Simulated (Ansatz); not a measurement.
`NB(F)Br` + HCl → `NB(F)Cl` + HBr at 298.15 K and 1 bar (ligand exchange at a B–Br bond).

Isolated molecules relaxed with PBE0-D4/def2-TZVP in Ansatz; ΔE leaves out vibrations. CCSD(T)/CBS is the MP2 limit (def2-TZVPP, def2-QZVPP) plus CCSD(T) − MP2 in def2-TZVPP, frozen cores. This one scheme is used for every species. For Br outer-core shells are correlated without core-valence functions, which leaves a few kJ/mol of doubt a bond. Scalar relativity is left out up to krypton. Each species was taken in one conformer, which may not be the lowest.

```json
{"species": "`NB(F)Br`", "CCSD(T)/CBS energy (Eh)": "-2753.96125", "H − E (kJ/mol)": "106.2", "S (J/(mol·K))": "300.5"}
{"species": "HCl", "CCSD(T)/CBS energy (Eh)": "-460.38127", "H − E (kJ/mol)": "26.6", "S (J/(mol·K))": "186.8"}
{"species": "`NB(F)Cl`", "CCSD(T)/CBS energy (Eh)": "-640.42619", "H − E (kJ/mol)": "107.1", "S (J/(mol·K))": "288.8"}
{"species": "HBr", "CCSD(T)/CBS energy (Eh)": "-2573.91920", "H − E (kJ/mol)": "24.6", "S (J/(mol·K))": "198.6"}
```

H − E and S are ideal-gas, rigid-rotor, harmonic terms from PBE0-D4/def2-TZVP, for one conformer and one mirror image of each species. 1 Eh = 2625.50 kJ/mol, R = 8.31446 J/(mol·K).

Q: By hand: ΔE, ΔH, ΔS and ΔG.

A: ΔE = (-640.42619) + (-2573.91920) − (-2753.96125) − (-460.38127) = -0.00287 Eh = -7.5 kJ/mol. Δ(H − E) = 107.1 + 24.6 − 106.2 − 26.6 = -1.1, so ΔH = -8.6 kJ/mol. ΔS = 288.8 + 198.6 − 300.5 − 186.8 = 0.1 J/(mol·K). ΔG = -8.6 − 298.15 × (0.1)/1000 = -8.6 kJ/mol.

Q: By hand: the equilibrium constant, and the temperature at which ΔG would vanish if ΔH and ΔS stayed fixed.

A: log₁₀ K = −ΔG/(RT ln 10) = 1.5. ΔH and −TΔS have one sign here, so there is no such temperature.

The number of gas molecules stays the same, so ΔS is small and ΔH decides. A doubt of 5 kJ/mol in ΔE shifts log₁₀ K by 0.9 here. Other conformers and mirror images would add mixing entropy, several J/(mol·K) or more a flexible species. These are equilibria of isolated gas molecules and say nothing of rates. Largest T1 diagnostic: 0.011 (customary marks: 0.02 for closed shells, 0.045 for open ones).

ΔS is within the doubt of such terms, so its sign, and with it that verdict, could turn.
